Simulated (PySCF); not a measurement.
C2H6F2OSi, SMILES F[SiH](COC)F. Atoms are numbered in the order given.

```xyz
12

C     -2.9006    -0.3710     0.4464
O     -1.5569    -0.0191     0.6529
C     -0.6702    -0.5683    -0.2938
Si     1.0386     0.0650     0.1395
F      2.1093    -0.7105    -0.7986
F      1.1518     1.6365    -0.2271
H     -3.4987     0.1057     1.2363
H     -3.2685    -0.0225    -0.5394
H     -3.0490    -1.4686     0.4990
H     -0.6814    -1.6805    -0.2785
H     -0.9305    -0.2707    -1.3328
H      1.4171    -0.1173     1.5546
```
Charge 0, spin multiplicity 1.

Geometry optimised at B3LYP-D3(BJ)/def2-SVP. The structure was generated by enumeration, and PubChem lists no compound with its InChIKey, so it may never have been made. The values are those of a single conformer.

Calculation: HF/pcSseg-1 (PySCF).

GIAO shieldings, no solvent; atoms listed in one row are averaged. δ = σ(ref) − σ: ¹³C against TMS (σ = 192.6 ppm); ¹⁷O against H2O (σ = 333.0 ppm); ²⁹Si against TMS (σ = 393.8 ppm); ¹⁹F against CFCl3 (σ = 238.5 ppm); ¹H against TMS (σ = 31.99 ppm), references at their B3LYP-D3(BJ)/def2-TZVP geometries, non-relativistic.

**Question.** Estimate the chemical shifts. (The exact figures need the calculation; the answer reports its results.)

**Answer.** 
```tsv
nucleus	atoms	count	δ (ppm)
¹³C	C1	1	59.9
¹³C	C3	1	55.8
¹⁷O	O2	1	-36.7
²⁹Si	Si4	1	-22.3
¹⁹F	F5, F6	2	-130.5
¹H	H12	1	4.76
¹H	H7, H8, H9	3	3.51
¹H	H11	1	3.17
¹H	H10	1	2.92
```
